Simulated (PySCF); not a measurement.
boron monoxide dimer (B₂O₂), singlet, at a GFN2-xTB geometry. Base run: PySCF with DF-PBE0/3-21G.

The PySCF input:
```python
from pyscf import gto, scf, dft

mol = gto.M(
    atom='''
O    -0.00000000   -0.00000000   -1.99737313
B    -0.00000000   -0.00000000   -0.80940457
B     0.00000000    0.00000000    0.80940457
O     0.00000000    0.00000000    1.99737313
''',
    basis='3-21g',
    verbose=4,
)

mf = dft.RKS(mol)
mf.xc = 'pbe0'
mf = mf.density_fit(auxbasis='def2-universal-jkfit')
mf.kernel()
mf.analyze()
```

Each row names what was changed in the base input (with any setting that the change needs).

```tsv
change	basis functions	E (Eh)	HOMO (eV)	HOMO-LUMO gap (eV)	core-seconds (rough)
base	36	-198.90140	-11.02	9.19	2
basis = STO-3G	20	-197.33854	-8.14	10.10	2
basis = 6-31G	36	___	-11.03	___	3
basis = pc-1	56	___	___	___	3
basis = def2-SVP	56	-199.85088	-10.99	8.78	8
basis = 6-31G*	56	-199.99491	-10.75	8.75	9
basis = 6-31G**	56	-199.99491	-10.75	8.75	4
basis = 6-31+G*	72	-200.00414	-11.04	8.65	5
basis = 6-311G**	72	___	-10.99	___	4
basis = def2-SVPD	86	-199.85951	-11.14	8.65	5
basis = def2-TZVP	124	-200.07940	-11.03	8.63	20
basis = aug-cc-pVTZ	184	-200.07284	-11.04	8.60	20
basis = def2-QZVP	___	___	-11.04	8.60	20
```

Question: Complete the blanks.

Answer: 
- basis = 6-31G, E (Eh): -199.93492
- basis = 6-31G, HOMO-LUMO gap (eV): 8.95
- basis = pc-1, E (Eh): -199.96713
- basis = pc-1, HOMO (eV): -11.08
- basis = pc-1, HOMO-LUMO gap (eV): 8.83
- basis = 6-311G**, E (Eh): -200.05459
- basis = 6-311G**, HOMO-LUMO gap (eV): 8.73
- basis = def2-QZVP, basis functions: 228
- basis = def2-QZVP, E (Eh): -200.09107

Totals compare only among sets that treat the same electrons; sets with core potentials leave the core out.
